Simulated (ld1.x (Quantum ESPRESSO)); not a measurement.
**What one change does to a pseudopotential (V, RRKJ)**

- Element: V
- Generator: ld1.x (Quantum ESPRESSO) 7.5
- Type: norm-conserving RRKJ (Kleinman–Bylander form)
- Functional: PBE
- Relativity: scalar-relativistic
- Frozen core: [Ne]
- Valence charge: 13
- Reference configuration: 3s2 3p6 3d3 4s1 4p0 (charge +1)
- Partial waves: 3s (bound): rc 1.10 bohr; 3p (bound): rc 1.60 bohr; 3d (bound): rc 2.40 bohr; 4f channel at 0.3 Ry: rc 1.95 bohr
- Local potential: all-electron potential smoothed inside 0.95 bohr (lloc = -2)
- Core correction: none
- rho0: 0.005

Occupied shells without a wave of their own: 4s. They enter only through the test configuration that unscreens the potential.

Change: wave 3s (bound): rc 1.10 bohr becomes 3s (bound): rc 1.40 bohr.

Cutoffs: the cutoffs (Ry, on a coarse ladder) from which the occupation-weighted sum of valence levels, in a spherical-Bessel basis at the reference potential, stays within 10 and 1 mRy of its value at 400 Ry; they do not see the model core or the augmentation charge, which bear on the density cutoff. Errors are all-electron minus pseudo energies relative to the spin-unpolarised reference configuration.

What does the change do?

The potential gets softer (80 Ry and 140 Ry → 80 Ry and 90 Ry); of the 7 tests that both files solve, the error grows in 2 and shrinks in 4 by more than 15 % and 0.3 meV (median size 62.2 → 12.0 meV); neither file shows a bound ghost. A larger radius leaves more room for a smooth pseudo-wave, so fewer plane waves are needed.

| quantity | base | changed |
| --- | --- | --- |
| cutoff, loose | 80 Ry | 80 Ry |
| cutoff, tight | 140 Ry | 90 Ry |
| loose cutoff by channel (10 mRy a level) | s 80 Ry, p 35 Ry, d 30 Ry | s 70 Ry, p 35 Ry, d 30 Ry |
| bound ghosts | none | none |
| error for 3s2 3p6 3d3 4s2 4p0, meV [ΔE -7.73 eV] | +29 | 0.0 |
| error for 3s2 3p6 3d3 4s0 4p0, meV [ΔE 14.30 eV] | -62 | -12 |
| error for 3s2 3p6 3d2 4s0 4p0, meV [ΔE 43.19 eV] | +193 | +270 |
| error for 3s2 3p6 3d3 4s1 4p1, meV [ΔE -4.39 eV] | +3.5 | +2.9 |
| error for 3s2 3p6 3d4 4s0 4p0, meV [ΔE -0.54 eV] | +114 | +143 |
| error for 3s1 3p6 3d3 4s2 4p0, meV [ΔE 69.69 eV] | -375 | -415 |
| error for 3s2 3p6 3d3 4s0 4p1, meV [ΔE 4.10 eV] | -38 | +1.9 |
| s: phases at 2.61 bohr within 0.05 rad from the reference energy up to (Ry; the scan ends near 5) | 4.6 | to the end of the scan |
| p: phases at 2.61 bohr within 0.05 rad from the reference energy up to (Ry; the scan ends near 5) | to the end of the scan | to the end of the scan |
| d: phases at 2.61 bohr within 0.05 rad from the reference energy up to (Ry; the scan ends near 5) | 0.2 | 0.2 |
| f: phases at 2.61 bohr within 0.05 rad from the reference energy up to (Ry; the scan ends near 5) | to the end of the scan | to the end of the scan |

Base: The 4s level has no wave, so the channel is fitted at the deeper level alone: the likely source of the large errors. Changed file: The 4s level has no wave, so the channel is fitted at the deeper level alone: the likely source of the large errors.
